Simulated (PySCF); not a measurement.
ZnH: frontier orbitals

PBE0 at R = 1.605 Å; basis Zn cc-pVDZ-PP with ECP10, H cc-pVDZ; scalar-relativistic core potentials; PySCF 2.14. State: ²Σ⁺ (doublet), unpaired electrons σ ↑. Only the outer orbitals are listed, counted within each symmetry, core potentials removing the inner ones.

```
spin  orbital  occ.  ε (eV)  on Zn (%)           main shells (%)
   α       3σ     1  -14.03         94                   94 Zn d
   α       1δ     1  -13.83        100                  100 Zn d
   α       1δ     1  -13.83        100                  100 Zn d
   α       2π     1  -13.73        100                  100 Zn d
   α       2π     1  -13.73        100                  100 Zn d
   α       4σ     1   -9.65         55           47 Zn s, 45 H s
   α       5σ     1   -5.46         79  41 Zn s, 37 Zn p, 21 H s
   α       3π     0   -0.83        100                  100 Zn p
   α       3π     0   -0.83        100                  100 Zn p
   α       6σ     0    2.45        102          81 Zn p, 19 Zn s
   β       3σ     1  -13.77         96                   96 Zn d
   β       1δ     1  -13.76        100                  100 Zn d
   β       1δ     1  -13.76        100                  100 Zn d
   β       2π     1  -13.65        100                  100 Zn d
   β       2π     1  -13.65        100                  100 Zn d
   β       4σ     1   -8.77         63           54 Zn s, 37 H s
   β       5σ     0   -2.32         77  43 Zn s, 32 Zn p, 23 H s
   β       3π     0   -0.34        100                  100 Zn p
   β       3π     0   -0.34        100                  100 Zn p
```

**Question.** Which are the highest filled and the lowest empty level, where do they sit, and how wide is the gap?

**Answer.** Highest filled α 5σ at -5.46 eV (in %: 41 Zn s, 37 Zn p, 21 H s); lowest empty β 5σ at -2.32 eV (in %: 43 Zn s, 32 Zn p, 23 H s); the gap at PBE0 is 3.14 eV.

| Item | Value |
| --- | --- |
| bond order (Mayer) | 0.87 |
| ⟨S²⟩ | 0.756 |
| charge on Zn (Mulliken, basis-dependent) | 0.13 |
| charge on Zn (Löwdin, basis-dependent) | 0.11 |
| dipole moment (positive dipole means Zn(−)H(+)) | -0.30 D |
| polarisability along the bond | 34.8 bohr³ |
| polarisability across the bond | 33.4 bohr³ |

Shares are Mulliken populations and can fall outside 0 to 100 %.

The state was picked by a PBE0 search and need not be the measured ground state.
